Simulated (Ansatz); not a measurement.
`[NH2][Al]([Cl])[Cl]`, relaxed with RKS PBE0-D4/def2-TZVP in Ansatz 0.2.0 from a PBE-D4/def2-SVP geometry. The force threshold is 0.005 eV/Å; the program also tests the step.

Charge 0, multiplicity 1.

Start:

```xyz
6

N     0.433   -0.551   -0.768
Al   -0.302    0.384    0.536
Cl   -2.384    0.692    0.566
Cl    0.904    1.191    2.061
H    -0.083   -0.970   -1.544
H     1.433   -0.745   -0.851
```

(1) By how much does the energy fall, and how many steps does the optimiser take? (Best estimate.)

(2) Which bonds change most? (Best estimate.)

(3) Give the relaxed structure. (An estimate is asked.)

Answers

(1) The calculation gave: 2.43 kJ/mol, in 5 steps.

(2) Computed: Al2–Cl3 from 2.105 to 2.082 Å; Al2–Cl4 from 2.105 to 2.082 Å; N1–Al2 from 1.765 to 1.747 Å; N1–H5 from 1.022 to 1.006 Å.

(3) Computed: 
```xyz
6

N     0.429   -0.546   -0.762
Al   -0.298    0.379    0.529
Cl   -2.357    0.685    0.560
Cl    0.893    1.177    2.039
H    -0.083   -0.960   -1.523
H     1.415   -0.734   -0.842
```
